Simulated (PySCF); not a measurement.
Si(Cl)2(Me)(NH2) (CH5Cl2NSi), SMILES C[Si](N)(Cl)Cl. Atoms are numbered in the order given.

```xyz
10

C      1.6506    -1.1765     0.3430
Si     0.0355    -0.3520    -0.0293
N     -1.1689    -1.4897    -0.4484
Cl     0.3794     1.0781    -1.5015
Cl    -0.6773     0.6767     1.6122
H      1.5303    -1.8920     1.1697
H      2.0208    -1.7160    -0.5428
H      2.4053    -0.4281     0.6245
H     -2.1401    -1.1984    -0.4799
H     -0.9706    -2.1820    -1.1631
```

Geometry: PBE0-D3(BJ)/def2-SVP. Other conformers were not sampled.

Level of theory: PBE/def2-TZVP (PySCF).

The molecule is in vacuum.

Q: Estimate the frontier levels, gap, dipole moment and polarisability. (An estimate is asked for; the answer gives what the named calculation found.)

A: 
```json
{
  "highest_occupied_level": "-6.55 eV",
  "lowest_empty_level": "-0.27 eV",
  "orbital_gap": "6.29 eV",
  "dipole_moment": "2.47 D",
  "quadrupole, principal values (traceless, Buckingham form, about the centre of nuclear charge)": "-8.28, 1.83, 6.44 D·Å",
  "mean_static_polarisability": "68.4 bohr³ (10.13 Å³)",
  "polarisability_principal_values": "63.7, 69.1, 72.4 bohr³"
}
```
